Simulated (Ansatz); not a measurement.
Pulling on the B1–H3 bond in BFHI (SMILES FBI) (multiplicity 1 held, fragments rigid). Energies count from the point at 1.186 Å.
Geometry at that point (charge 0, multiplicity 1):
```xyz
4

B     -0.24475    -1.33346     0.80642
F      0.79230    -1.74376     1.49668
H     -1.26010    -1.94583     0.81786
I     -0.08768     0.45862    -0.34566
```

Restricted levels (R-, RO-) in cc, def2 and unpolarised 6-31G sets keep to the state of the molecule at rest. Active spaces are followed from a long bond inwards. Curves can end on different states.

Frozen-core correlation. Filled d and f shells under p-block atoms count as core.

Programs: Ansatz (Gaussian basis) for Hartree–Fock, density functionals and correlated methods. Each number belongs to the level named beside it. In def2 rows elements past Kr take small-core potentials, without spin–orbit coupling.

Energies in kcal/mol.

```json
[
 {"R (Å)": "0.949", "R-CCSD/def2-SVP": "28.3", "CASSCF(2,2)/def2-SVP": "30.1", "FIC-NEVPT4(SD) on CASSCF(2,2)/def2-SVP": "29.8", "FIC-MRCISD+Q on CASSCF(2,2)/def2-SVP": "28.4"},
 {"R (Å)": "1.067", "R-CCSD/def2-SVP": "6.3", "CASSCF(2,2)/def2-SVP": "7.2", "FIC-NEVPT4(SD) on CASSCF(2,2)/def2-SVP": "6.4", "FIC-MRCISD+Q on CASSCF(2,2)/def2-SVP": "6.3"},
 {"R (Å)": "1.186", "R-CCSD/def2-SVP": "0.0", "CASSCF(2,2)/def2-SVP": "0.0", "FIC-NEVPT4(SD) on CASSCF(2,2)/def2-SVP": "0.0", "FIC-MRCISD+Q on CASSCF(2,2)/def2-SVP": "0.0"},
 {"R (Å)": "1.304", "R-CCSD/def2-SVP": "2.7", "CASSCF(2,2)/def2-SVP": "1.8", "FIC-NEVPT4(SD) on CASSCF(2,2)/def2-SVP": "2.5", "FIC-MRCISD+Q on CASSCF(2,2)/def2-SVP": "2.6"},
 {"R (Å)": "1.423", "R-CCSD/def2-SVP": "10.3", "CASSCF(2,2)/def2-SVP": "8.4", "FIC-NEVPT4(SD) on CASSCF(2,2)/def2-SVP": "9.9", "FIC-MRCISD+Q on CASSCF(2,2)/def2-SVP": "10.1"},
 {"R (Å)": "1.601", "R-CCSD/def2-SVP": "25.7", "CASSCF(2,2)/def2-SVP": "22.5", "FIC-NEVPT4(SD) on CASSCF(2,2)/def2-SVP": "25.0", "FIC-MRCISD+Q on CASSCF(2,2)/def2-SVP": "25.3"},
 {"R (Å)": "1.779", "R-CCSD/def2-SVP": "42.2", "CASSCF(2,2)/def2-SVP": "37.6", "FIC-NEVPT4(SD) on CASSCF(2,2)/def2-SVP": "41.1", "FIC-MRCISD+Q on CASSCF(2,2)/def2-SVP": "41.5"},
 {"R (Å)": "2.075", "R-CCSD/def2-SVP": "67.0", "CASSCF(2,2)/def2-SVP": "60.0", "FIC-NEVPT4(SD) on CASSCF(2,2)/def2-SVP": "64.8", "FIC-MRCISD+Q on CASSCF(2,2)/def2-SVP": "65.3"},
 {"R (Å)": "2.372", "R-CCSD/def2-SVP": "85.7", "CASSCF(2,2)/def2-SVP": "76.4", "FIC-NEVPT4(SD) on CASSCF(2,2)/def2-SVP": "82.1", "FIC-MRCISD+Q on CASSCF(2,2)/def2-SVP": "82.6"},
 {"R (Å)": "2.727", "R-CCSD/def2-SVP": "100.4", "CASSCF(2,2)/def2-SVP": "88.2", "FIC-NEVPT4(SD) on CASSCF(2,2)/def2-SVP": "94.6", "FIC-MRCISD+Q on CASSCF(2,2)/def2-SVP": "95.1"},
 {"R (Å)": "3.202", "R-CCSD/def2-SVP": "110.3", "CASSCF(2,2)/def2-SVP": "94.9", "FIC-NEVPT4(SD) on CASSCF(2,2)/def2-SVP": "101.8", "FIC-MRCISD+Q on CASSCF(2,2)/def2-SVP": "102.3"},
 {"R (Å)": "3.794", "R-CCSD/def2-SVP": "114.9", "CASSCF(2,2)/def2-SVP": "97.1", "FIC-NEVPT4(SD) on CASSCF(2,2)/def2-SVP": "104.4", "FIC-MRCISD+Q on CASSCF(2,2)/def2-SVP": "104.9"}
]
```

Doubts at one or more of the structures used: a restricted determinant that unrestricted orbitals would lower (R-CCSD/def2-SVP); other coupled-cluster roots lie near (R-CCSD/def2-SVP); T1 above 0.05 (R-CCSD/def2-SVP).

Ansatz is a first-principles code.
